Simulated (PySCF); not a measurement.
Compound: C₈H₈OP₂.
Atom-mapped SMILES: `[CH2:1]=[CH:2][c:3]1[p:4][cH:5][p:6][cH:7][c:8]1[C:9]([CH3:10])=[O:11]`

Cartesian coordinates in Å at the GFN2-xTB level; atoms count from 1:
```xyz
19
C8H8OP2 angstrom
C      2.346   -0.164   -0.693
C      1.270   -0.861   -1.043
C      0.033   -0.986   -0.282
P     -0.797   -2.504   -0.599
C     -2.113   -2.509    0.513
P     -2.591   -1.377    1.731
C     -1.454   -0.091    1.497
C     -0.396    0.004    0.607
C      0.252    1.359    0.623
C      0.076    2.139   -0.658
O      0.745    1.832    1.616
H      2.396    0.410    0.216
H      3.231   -0.159   -1.306
H      1.306   -1.472   -1.939
H     -2.737   -3.396    0.449
H     -1.607    0.769    2.142
H     -0.944    2.526   -0.668
H      0.211    1.511   -1.532
H      0.765    2.979   -0.681
```

Probes without a nucleus sit at each ring's centroid and 1 Å off its mean plane on both sides; NICS is minus the shielding there, NICSzz its component along the normal. Level: GIAO PBE0/pcSseg-1 (PySCF, non-relativistic, gas phase) on the GFN2-xTB geometry, one conformer.

Ring bond lengths (Å), with Mayer bond orders in brackets: C3–P4 1.759 (1.27), P4–C5 1.723 (1.35), C5–P6 1.730 (1.29), P6–C7 1.733 (1.32), C7–C8 1.386 (1.47), C8–C3 1.397 (1.29).

What do the NICS probes read (ppm)?

```
             ring                                                 type  NICS(0)  NICS(1), two faces  NICS(1)zz, two faces  rms pucker (Å)  centre to ring atoms, mean (Å)
C3–P4–C5–P6–C7–C8  6-membered ring with 2 P; formal bonds all aromatic     -6.7         -9.7 / -9.8         -23.5 / -24.3            0.03                            1.61
```

What do they say, and how far can they be read as aromaticity?

- C3–P4–C5–P6–C7–C8: mean NICS(1)zz -23.9 ppm, shielded.

How equal are the bonds by HOMA? HOMA takes Krygowski's 1993 parameters.

- C3–P4–C5–P6–C7–C8: HOMA 0.87; the largest term is that of C3–P4, α(R − Ropt)² = 0.44.

At the second NICS(1) probe listed for ring C3–P4–C5–P6–C7–C8, 1 Å off the ring, what do the in-plane components average?

The isotropic value is a third of the trace: (3 × -9.8 − (-24.3))/2 = -2.6 ppm.

How shielded are the nuclei of the rings and their hydrogens (means over atoms taken as equivalent)?

```csv
atoms,environment,σ isotropic (ppm),"principal values of the symmetric part, first atom (ppm)"
C3,substituted aromatic carbon,15.8,"-120.2, -11.9, 179.6"
P4,phosphorus bonded to 2 C,42.7,"-288.0, -77.2, 493.2"
C5,aromatic CH carbon,-10.0,"-233.8, 14.5, 189.2"
P6,phosphorus bonded to 2 C,61.5,"-275.9, -80.8, 541.1"
C7,aromatic CH carbon,24.7,"-127.2, 25.4, 175.9"
C8,substituted aromatic carbon,37.1,"-50.6, 0.2, 161.6"
H15,aromatic hydrogen,20.69,"14.7, 20.8, 26.6"
H16,aromatic hydrogen,22.47,"18.5, 20.4, 28.4"
```

Time: 2.1 min wall; peak memory 1.1 GiB. Hardware: one thread, Arm Neoverse N1 (aarch64), shared host with 64 logical CPUs at a one-minute load of 59. This is the whole shielding run at PBE0/pcSseg-1, SCF included.
